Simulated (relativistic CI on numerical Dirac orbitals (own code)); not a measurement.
Calculated at this level of theory: Dirac-Coulomb-Breit CI, orbitals from a KLI potential per configuration, model QED (radiative potential, 1s self-energy scaled to tabulated hydrogen-like ionisation energies), valence Slater integrals scaled by 0.85, P86 correlation energy added to each configuration (own radial code, finite nucleus).

Configuration list (outside the closed core [Ar]): 3d10.4s, 3d10.4p, 3d10.4d, 3d10.4f, 3d10.5s, 3d9.4s2, 3d10.5p, 3d10.5d, 3d10.6s, 3d10.6p, 3d10.5f, 3d10.5g, 3d9.4p2, 3d9.4s.4p, 3d10.6d, 3d10.7s, 3d8.4s.4p2, 3d10.7p, 3d10.7d, 3d9.4p.4d, 3d9.4s.4d. Levels of other configurations are missing.

Correlation outside the listed configurations is missing or only estimated: errors of thousands of cm⁻¹ between configurations and terms are usual at this charge. Rates and lifetimes follow the computed energies and can be off by large factors. The fine structure of a lone outer electron comes out too small, for d and f at times inverted, and misplaced configurations move strength between like terms. 25 of the 32 excited levels that our extract of the measured tables holds in this range could be paired (the sources list more); they are missed by 8446 cm⁻¹ on average and 52038 at most, and levels without a partner can miss by more.

Outline of the computed level scheme of Ge IV. Lowest level of each configuration: 3d10.4s 2S_1/2 at 0.0000 eV; 3d10.4p 2P°_1/2 at 9.9440 eV; 3d10.4d 2D_3/2 at 23.0717 eV; 3d10.5s 2S_1/2 at 24.1485 eV; 3d9.4s2 2D_5/2 at 25.7892 eV; 3d10.5p 2P°_1/2 at 27.5069 eV; 3d10.4f 2F°_7/2 at 31.5602 eV; 3d10.5d 2D_3/2 at 32.5622 eV; 3d10.6s 2S_1/2 at 32.8941 eV.

Some strong electric-dipole decays among the lowest 15 levels: 3d10.4d 2D_5/2 → 3d10.4p 2P°_3/2 (4.6e+09 s⁻¹); 3d10.4d 2D_3/2 → 3d10.4p 2P°_1/2 (4.0e+09 s⁻¹); 3d10.4f 2F°_7/2 → 3d10.4d 2D_5/2 (2.8e+09 s⁻¹); 3d10.4f 2F°_5/2 → 3d10.4d 2D_3/2 (2.6e+09 s⁻¹); 3d10.5s 2S_1/2 → 3d10.4p 2P°_3/2 (2.4e+09 s⁻¹); 3d10.4p 2P°_3/2 → 3d10.4s 2S_1/2 (1.4e+09 s⁻¹); 3d10.4p 2P°_1/2 → 3d10.4s 2S_1/2 (1.3e+09 s⁻¹); 3d10.5s 2S_1/2 → 3d10.4p 2P°_1/2 (1.2e+09 s⁻¹).

Rates of lines that live on the mixing of spin multiplicities can be off by large factors.

LS names give the leading component of a level, which can be under half, so a name can repeat, a term be missing and a line seem to break the LS rules.
